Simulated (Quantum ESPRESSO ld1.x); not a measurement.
Results of a calculation; reference values are marked as such.
Species: Zr2+. Configuration: [Kr] 4d2. Code: ld1.x of Quantum ESPRESSO 7.5. Model: Dirac Kohn-Sham, PW86 exchange with PBE correlation, spin-unpolarised, spherical densities, point nucleus; open shells are shared between the two j in proportion to 2j + 1.

Normalised radial functions P(r) = r R(r) (large component), r in bohr:

r	3d3/2	3d5/2	4d3/2
0.003277	0.0001	0.0000	0.0000
0.004301	0.0001	0.0001	0.0000
0.005646	0.0003	0.0002	0.0001
0.00747	0.0006	0.0005	0.0002
0.009805	0.0013	0.0011	0.0004
0.01287	0.0028	0.0025	0.0007
0.01689	0.0058	0.0053	0.0015
0.02235	0.0122	0.0113	0.0032
0.02934	0.0249	0.0233	0.0066
0.03851	0.0494	0.0469	0.0131
0.05055	0.0953	0.0914	0.0251
0.06688	0.1798	0.1738	0.0473
0.08778	0.3166	0.3082	0.0830
0.1152	0.5233	0.5122	0.1363
0.1512	0.7996	0.7865	0.2054
0.2001	1.1199	1.1067	0.2795
0.2627	1.3851	1.3747	0.3261
0.3448	1.4987	1.4937	0.3080
0.4525	1.3837	1.3853	0.1919
0.5988	1.0519	1.0587	-0.0321
0.7859	0.6487	0.6567	-0.3079
1.032	0.3099	0.3159	-0.5653
1.354	0.1079	0.1110	-0.7186
1.792	0.0239	0.0249	-0.7204
2.352	0.0033	0.0035	-0.5935
3.087	0.0002	0.0003	-0.3965
4.052	0.0000	0.0000	-0.2041
5.361	0.0000	0.0000	-0.0721
7.037	0.0000	0.0000	-0.0166

3d3/2: eigenvalue -190.41 eV, 0 radial nodes, <r> = 0.451 bohr, 90 % of the charge inside 0.725 bohr. 3d5/2: eigenvalue -187.92 eV, 0 radial nodes, <r> = 0.454 bohr, 90 % of the charge inside 0.730 bohr. 4d3/2: eigenvalue -17.416 eV, 1 radial node at r = 0.579 bohr, <r> = 2.01 bohr, 90 % of the charge inside 3.17 bohr.
